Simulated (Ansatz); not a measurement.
Input file for Ansatz (a quantum-chemistry and plane-wave program): U-CCSD(T)/def2-SVPD on MgO, a point of a bond scan (R = 4.001 Å).

Ansatz 0.2 input:
```yaml
crystal:
  periodic: [false, false, false]
  atoms:
    - {symbol: Mg, position_ang: [-0.00000000, -0.00000000, -0.69577288]}
    - {symbol: O, position_ang: [0.00000000, 0.00000000, 3.30492118]}
basis:
  gaussian:
    orbitals: def2-SVPD
correlation: {method: ccsd_t, electrons: outside_noble_gas}
scf: {omitted_lower_state_checks: [cluster_reference]}
magnetization: {spin_polarized: true, initial_magnetization: 0}
```

It printed:

```
Functional definition: HF
[...]
these checks for a lower state are left out or cut short: cluster_reference
integrals: 0.02 GiB planned
376 factors; integrals over basis functions are off by at most 6.3e-4 eV
mean field: 0.08 GiB planned
mean field evaluation 1: about -7434.7378 eV, gradient 4.8e1 eV
mean field evaluation 2: about -7434.7378 eV, gradient 4.8e1 eV
mean field evaluation 4: about -7434.9644 eV, gradient 4.7e1 eV
mean field evaluation 8: about -7434.9645 eV, gradient 4.7e1 eV
mean field evaluation 16: about -7459.5454 eV, gradient 5.6e-3 eV
mean field evaluation 32: about -7461.9417 eV, gradient 6.6e-4 eV
mean field evaluation 64: about -7461.9416 eV, gradient 4.3e-2 eV
mean field evaluation 96: about -7461.9290 eV, gradient 3.3e-1 eV
mean field evaluation 128: about -7453.3998 eV, gradient 2.7e1 eV
mean field evaluation 160: about -7461.1323 eV, gradient 2.2e-1 eV
mean field evaluation 192: about -7461.1061 eV, gradient 1.3e-1 eV
mean field evaluation 224: about -7461.1892 eV, gradient 1.0e-2 eV
mean field evaluation 256: about -7461.2544 eV, gradient 2.5e-6 eV
mean field evaluation 288: about -7461.2343 eV, gradient 7.5e-1 eV
mean field evaluation 320: about -7461.2033 eV, gradient 2.2e-1 eV
mean field evaluation 352: about -7461.1356 eV, gradient 3.1e0 eV
mean field evaluation 384: about -7461.2388 eV, gradient 1.2e-1 eV
mean field evaluation 416: about -7461.9417 eV, gradient 3.3e-3 eV
mean field evaluation 448: about -7461.9446 eV, gradient 1.0e-2 eV
mean field evaluation 480: about -7461.8017 eV, gradient 9.6e-1 eV
mean field evaluation 512: about -7461.0788 eV, gradient 1.9e0 eV
mean field evaluation 544: about -7457.6463 eV, gradient 1.2e1 eV
mean field evaluation 576: about -7458.7100 eV, gradient 1.1e0 eV
mean field evaluation 608: about -7461.0712 eV, gradient 5.3e-3 eV
mean field -7461.94465420 eV, -274.2214081540 hartree, gradient 8.2e-7 eV, S^2 1.021019; 33 other end points of the search recorded, 0 dependent functions left out
6 core orbitals not correlated
reference -7461.94465420 eV, -274.2214081540 hartree; 4, 4 occupied and 34, 34 virtual orbitals, 376 factors
second order -3.44406115 eV of doubles, -0.00000000 eV of singles
coupled cluster: 0.08 GiB planned
cycle   1  -3.99821135 eV  change   -5.5e-1 eV  update   7.8e-2
cycle   2  -4.28188609 eV  change   -2.8e-1 eV  update   4.1e-2
cycle   3  -4.33866867 eV  change   -5.7e-2 eV  update   2.4e-2
cycle   4  -4.37662948 eV  change   -3.8e-2 eV  update   1.9e-2
cycle   5  -4.46714113 eV  change   -9.1e-2 eV  update   1.6e-2
cycle   6  -4.53328358 eV  change   -6.6e-2 eV  update   1.1e-2
cycle   7  -4.59219767 eV  change   -5.9e-2 eV  update   7.4e-3
cycle   8  -4.61330155 eV  change   -2.1e-2 eV  update   4.1e-3
cycle   9  -4.61380378 eV  change   -5.0e-4 eV  update   2.7e-3
cycle  10  -4.61590133 eV  change   -2.1e-3 eV  update   2.1e-3
cycle  11  -4.61838120 eV  change   -2.5e-3 eV  update   1.6e-3
cycle  12  -4.61884573 eV  change   -4.6e-4 eV  update   5.8e-4
cycle  13  -4.61899403 eV  change   -1.5e-4 eV  update   2.8e-4
cycle  14  -4.61875881 eV  change    2.4e-4 eV  update   1.9e-4
cycle  15  -4.61878580 eV  change   -2.7e-5 eV  update   1.3e-4
cycle  16  -4.61901705 eV  change   -2.3e-4 eV  update   8.2e-5
cycle  17  -4.61907650 eV  change   -5.9e-5 eV  update   4.6e-5
cycle  18  -4.61903975 eV  change    3.7e-5 eV  update   2.8e-5
cycle  19  -4.61895708 eV  change    8.3e-5 eV  update   1.9e-5
cycle  20  -4.61887837 eV  change    7.9e-5 eV  update   1.2e-5
cycle  21  -4.61883236 eV  change    4.6e-5 eV  update   7.2e-6
cycle  22  -4.61880455 eV  change    2.8e-5 eV  update   4.0e-6
cycle  23  -4.61879805 eV  change    6.5e-6 eV  update   1.8e-6
coupled cluster: 0.08 GiB planned
perturbative correction -0.29825061 eV, -0.0109605076 hartree
WARN: the results are in doubt because among natural orbitals full CI differs from the method by +2.223 eV
Total energy: -7466.86170285 eV, -274.4021063592 hartree
In doubt: among natural orbitals full CI differs from the method by +2.223 eV
Checks for a lower state left out: cluster_reference
```

The run converged. Its determinant has ⟨S²⟩ = 1.02, a mixture of spin states.

Warnings raised: large difference.

Cost: around 9 core-seconds (rough).
